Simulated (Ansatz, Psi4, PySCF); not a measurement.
CrO₃ (SMILES [O]=[Cr](=[O])=[O]), singlet, geometry from GFN2-xTB (such geometries of metal compounds can be far from the true shape). Base run: BHANDHLYP/6-31G** (PySCF).

Geometry (Å):
```xyz
4

Cr     0.0000     0.0000     0.0000
O     -1.0708    -1.1184    -0.1302
O     -0.0573     1.2426    -0.9311
O      1.1281    -0.1242     1.0612
```
Charge 0, spin multiplicity 1.
All else is at PySCF's defaults.

The same geometry, method and basis name were run in Ansatz (a quantum-chemistry and plane-wave program) and Psi4 and PySCF, at each program's defaults and at the settings that a row names. The base is PySCF at its defaults. Differences at the defaults can come from grids, fitting, cores and function types together.

```csv
code and settings,ΔE vs base (mEh),basis functions,E (Eh),SCF cycles
"PySCF, defaults (exact integrals, its default grid, spherical functions)",0.000,76,-1269.75798,13
"Psi4, defaults (density fitting with its default set, its default grid, Cartesian functions)",-14.971,84,-1269.77295,11
"Ansatz, defaults (factorised integrals, its default grid, Cartesian functions)",-6.051,81,-1269.76403,-
"PySCF, density fitting with def2-universal-jkfit",0.080,76,-1269.75790,13
"PySCF, fine grid",0.001,76,-1269.75798,13
"Psi4, exact integrals, spherical functions, fine grid",0.004,76,-1269.75798,13
"Ansatz, high accuracy, Cartesian functions as the basis file defines them",-6.054,81,-1269.76404,-
```
